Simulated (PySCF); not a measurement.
# Working out the ionisation energy of F²⁺

F²⁺ [He] 2s2 2p3 (4S) → F³⁺ [He] 2s2 2p2 (3P). Computed with PySCF 2.14 in cc-pVDZ (3s2p1d, 14 functions), with no relativity, point nucleus. Frozen: 1s2. Energies in hartree (1 hartree = 27.21139 eV):

```json
{"part": "UHF", "F²⁺ (lower)": "-97.572691", "F³⁺ (upper)": "-95.285700"}
{"part": "CCSD correlation", "F²⁺ (lower)": "-0.082097", "F³⁺ (upper)": "-0.080673"}
{"part": "(T)", "F²⁺ (lower)": "-0.000383", "F³⁺ (upper)": "-0.000504"}
```

Question: What does Hartree-Fock give?

Answer: (-95.285700) − (-97.572691) = 2.286991 hartree = 62.232 eV.

Question: What do CCSD and CCSD(T) give?

Answer: The CCSD correlation energies differ by 0.001424 hartree = 0.039 eV and the triples by -0.000121 hartree = -0.003 eV, so CCSD gives 62.271 eV and CCSD(T) 62.268 eV.

Reference: 62.708 eV (semi-empirical (NIST evaluation); NIST Atomic Spectra Database, ionization energies), between the lowest levels; spin-orbit coupling is absent from the calculation.

A double-zeta basis recovers only part of the correlation energy.

What remains against the reference includes basis incompleteness, the frozen core and higher excitations.
